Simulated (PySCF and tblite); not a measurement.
The numbers below are computed, except where a source is named.
C7H5NO2, numbered as in [CH:1]#[C:2][c:3]1[cH:4][n+:5]([O-:6])[cH:7][cH:8][c:9]1[OH:10].

Level: PBE0-D3(BJ)/pcSseg-1//GFN2-xTB, thermal terms from GFN2-xTB, symmetry numbers and mirror pairs counted. Conformers within 2.5 kcal/mol (GFN2-xTB free energy) were kept, 4 at most. Couplings: B3LYP/6-31G* with pcJ-1 on H (gas phase; spin-dipole term only for pairs with B, N, F, Si or P). Couplings are for ¹H. H–H couplings come out 0.1 to 0.9 Hz lower than with pcJ-1 on all atoms. (PySCF 2.14, tblite 0.8.)

Torsions listed: C3–C9–O10–H10.

```
conformer  shape  weight %
        1     0°      99.8
        2   180°       0.2
```

Task: Give the couplings in each conformer and the averages at 298.15 K (pairs that fast motion interchanges averaged).

Result: 
```json
{"coupling": "³J(H7,H8)", "pairs": "1", "1": "8.6", "2": "8.3", "average (Hz)": "8.6"}
```

Other tautomers (keto or thione forms) aren't considered and may dominate.


Conformer gaps in pcSseg-1 on xTB geometries can be 2 kcal/mol off for S=O, P=O and other polar bonds.